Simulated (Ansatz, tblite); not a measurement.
Removing and adding an electron: MoOF₄. Charge 0, multiplicity 1. Geometry: PBE-D4/def2-SVP. Ansatz, gas phase; energy differences of separate SCF runs; the oxidised species was run as a doublet alone; the reduced species was run as a doublet alone.

```csv
atom,x (Å),y (Å),z (Å)
Mo1,0.010,0.022,0.036
O2,0.399,0.888,1.404
F3,0.105,-1.756,0.548
F4,1.626,-0.269,-0.825
F5,-0.309,1.301,-1.268
F6,-1.830,-0.186,0.105
```

In the def2 sets Mo takes a core potential; there is no spin–orbit coupling. The xTB rows come from tblite. Correlated methods freeze 5 core orbitals; core or outer-core shells of Mo are correlated, in sets that lack core-valence functions. The rows differ in basis, and correlated rows in double-zeta sets carry the largest basis error. In CCSD on the charge 1 doublet the largest single amplitude is 0.16, so its Hartree–Fock determinant may place the open shell otherwise than the density functionals do. HOMO above LUMO, or a gap near zero within one spin, warns that the state may not be the lowest or that an electron is smeared out.

Question: Estimate orbital energies and vertical ionisation energies and electron affinities at: GFN1-xTB; GFN2-xTB; HF/def2-SVP; PBE-D4/def2-TZVP; PBE-D4/def2-TZVPD; r2SCAN-D4/def2-TZVP; r2SCAN-D4/def2-TZVPD; PBE0-D4/def2-TZVP; PBE0-D4/def2-TZVPD; MP2/def2-SVP; CCSD/def2-SVP; CCSD(T)/def2-SVP.

Answer: 
```csv
level,−HOMO (eV),vertical IE (eV),−LUMO (eV),vertical EA (eV),HOMO–LUMO gap (eV),IE − EA (eV),remarks
GFN1-xTB,14.98,18.42,9.95,6.57,5.03,11.85,–
GFN2-xTB,14.90,18.38,10.89,7.24,4.02,11.13,–
HF/def2-SVP,–,13.90,–,–,–,–,"spin-contaminated (⟨S²⟩ 0.86) (+1 doublet), test for broken spin undecided (singlet)"
PBE-D4/def2-TZVP,10.07,13.44,5.83,–,4.24,–,gap within one spin near zero (+1 doublet)
PBE-D4/def2-TZVPD,10.06,–,5.82,2.30,4.24,–,HOMO above zero (-1 doublet)
r2SCAN-D4/def2-TZVP,10.56,13.74,5.97,–,4.59,–,–
r2SCAN-D4/def2-TZVPD,10.51,–,5.91,2.57,4.60,–,HOMO above zero (-1 doublet)
PBE0-D4/def2-TZVP,11.96,14.09,5.29,–,6.67,–,–
PBE0-D4/def2-TZVPD,11.92,–,5.24,3.06,6.68,–,–
MP2/def2-SVP,–,15.32,–,–,–,–,"spin-contaminated (⟨S²⟩ 0.86) (+1 doublet), test for broken spin undecided (singlet)"
CCSD/def2-SVP,–,14.53,–,–,–,–,"spin-contaminated (⟨S²⟩ 0.86) (+1 doublet), test for broken spin undecided (singlet)"
CCSD(T)/def2-SVP,–,14.29,–,–,–,–,"spin-contaminated (⟨S²⟩ 0.86) (+1 doublet), test for broken spin undecided (singlet)"
```

   A HOMO above zero means that the electron is unbound at that level or that self-interaction error raises the level; the energy of removing that electron tells which. Raw xTB energy differences between charge states are shifted by several eV; the methods need an empirical correction for them.
